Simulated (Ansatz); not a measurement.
Start from `[SiH3]C=C([SiH3])[SiH3]` and change one atom or group to get `CC=C([SiH3])[SiH3]`.

Ansatz, PBE0-D4/def2-TZVP geometries, multiplicity 1. 

| property | `[SiH3]C=C([SiH3])[SiH3]` |
| --- | --- |
| LUMO energy (ωB97M-V/def2-TZVPP) / eV | 0.51 |
| LUMO energy (PBE0/def2-TZVPP) / eV | -1.52 |
| HOMO–LUMO gap (PBE0/def2-TZVPP) / eV | 6.43 |
| HOMO energy (ωB97M-V/def2-TZVPP) / eV | -10.09 |
| LUMO energy (PBE/def2-TZVPP) / eV | -2.44 |
| HOMO–LUMO gap (PBE/def2-TZVPP) / eV | 4.32 |

Problem. Give the same properties after the change, and the shifts. (An estimate is asked.)

Solution. Ansatz gave: 
| property | `CC=C([SiH3])[SiH3]` | shift |
| --- | --- | --- |
| LUMO energy (ωB97M-V/def2-TZVPP) / eV | 1.23 | 0.72 |
| LUMO energy (PBE0/def2-TZVPP) / eV | -0.81 | 0.71 |
| HOMO–LUMO gap (PBE0/def2-TZVPP) / eV | 6.85 | 0.42 |
| HOMO energy (ωB97M-V/def2-TZVPP) / eV | -9.83 | 0.26 |
| LUMO energy (PBE/def2-TZVPP) / eV | -1.77 | 0.67 |
| HOMO–LUMO gap (PBE/def2-TZVPP) / eV | 4.81 | 0.49 |

With PBE0 the HOMO rises by 0.29 eV and the LUMO rises by 0.71 eV, so the gap widens by about 0.42 eV. PBE moves the HOMO by 0.18 eV and ωB97M-V by 0.26 eV.
